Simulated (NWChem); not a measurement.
# BeSiH4; SMILES [BeH][SiH3]

```xyz
6

Be     0.0000     0.0000    -1.7108
H      0.0000     0.0000    -3.0508
Si     0.0000     0.0000     0.4824
H     -0.9382     1.0264     1.0467
H      1.3580     0.2994     1.0467
H     -0.4197    -1.3257     1.0467
```
Atoms are numbered in this order, from 1.

Results from NWChem. The geometry was optimised at PBE0/def2-SVP.

For level TPSS/def2-SVP:

```
Item                         Result
---------------------------  ------
highest occupied level (eV)   -6.97
orbital gap (eV)               4.95
dipole (D)                     0.40
```

Question: Estimate the same quantities for level BLYP/def2-SVP.

Answer: highest occupied level (eV): -6.62
orbital gap (eV): 4.57
dipole (D): 0.29
